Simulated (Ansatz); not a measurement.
System: C3 (charge 0, singlet). 
Coordinates optimised at B3LYP-D3(BJ)/def2-TZVP (Ansatz, a program for electronic structure):
```
C
C 1 1.2873
C 1 1.2873 2 180.00
```

Wanted: vertical electron affinity (to the doublet state of charge -1; a negative value means that the extra electron is unbound and the number depends on the basis; each state is the SCF solution reached for its spin; the UHF <S^2> is 0.86 for the doublet (pure: 0.75); for the singlet the Hartree-Fock reference is unstable and T1 is 0.023), in eV. Valence correlation only, unless marked. Open shells are spin-unrestricted. No spin-orbit coupling. Non-relativistic. Anions need diffuse functions: aug- sets have them; def2-D sets add few. 

```tsv
level	program	vertical electron affinity (eV)
SVWN5/def2-TZVPD	Ansatz	2.23
PBE/def2-TZVPD	Ansatz	2.08
r2SCAN/def2-TZVPD	Ansatz	2.25
B3LYP/def2-TZVPD	Ansatz	2.16
PBE0/def2-TZVPD	Ansatz	2.20
BHLYP/def2-TZVPD	Ansatz	2.15
CAM-B3LYP/def2-TZVPD	Ansatz	2.26
wB97M-V/def2-TZVPD	Ansatz	1.99
wB97X-V/def2-TZVPD	Ansatz	2.13
wB97X/def2-TZVPD	Ansatz	2.22
CCSD/aug-cc-pVDZ	Ansatz	1.93
CCSD/aug-cc-pVTZ	Ansatz	2.05
CCSD(T)/aug-cc-pVDZ	Ansatz	1.78
CCSD(T)/aug-cc-pVTZ	Ansatz	1.91
```
